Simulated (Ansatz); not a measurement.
Consider the formal hydrolysis of the Nb–N bond: `[NH2][Nb](=[O])([Cl])[Cl]` + H₂O → `[O]=[Nb]([OH])([Cl])[Cl]` + NH₃.

Computed with Ansatz on PBE0-D4/def2-TZVP structures; ΔE is electronic, products minus reactants. CCSD(T)/CBS adds triple-zeta CCSD(T) − MP2 to the extrapolated MP2 energy (def2 sets, frozen cores). This one scheme is used for every species. DFT in def2-TZVPP. Elements past krypton have def2 core potentials. For Nb outer-core shells are correlated without core-valence functions, which leaves a few kJ/mol of doubt a bond. Each species was taken in one conformer, which may not be the lowest.

| level | ΔE (kJ/mol) | difference from CCSD(T)/CBS |
| --- | --- | --- |
| revPBE-D4 | -36.6 | -5.4 |
| BLYP-D4 | -39.6 | -8.4 |
| ωB97M-V | -38.3 | -7.1 |
| B2PLYP | -38.8 | -7.6 |
| PBE-QIDH | -34.8 | -3.6 |
| PBE | -39.6 | -8.4 |
| revPBE | -40.6 | -9.4 |
| r2SCAN | -41.6 | -10.4 |
| r2SCANh | -40.2 | -9.0 |
| BHLYP | -40.3 | -9.1 |
| HF/def2-SVP | -40.9 | -9.7 |
| CCSD(T)/def2-SVP | -37.8 | -6.6 |
| SCS-MP2/def2-TZVPP | -34.1 | -2.9 |
| CCSD/def2-TZVPP | -34.4 | -3.2 |
| CCSD(T)/def2-TZVPP | -33.8 | -2.6 |
| HF/CBS(def2) | -42.5 | -11.3 |
| CCSD(T)/CBS | -31.2 | 0 |

Largest T1 diagnostic among the species: 0.021, so the coupled-cluster value is less sure than usual.

At CCSD(T), def2-SVP lies −6.6 kJ/mol from the extrapolated value and def2-TZVPP −2.6 kJ/mol. In def2-TZVPP, CCSD(T) changes the Hartree–Fock value by +8.7 kJ/mol (the triples alone add +0.6 kJ/mol) and MP2 by +10.9 kJ/mol.
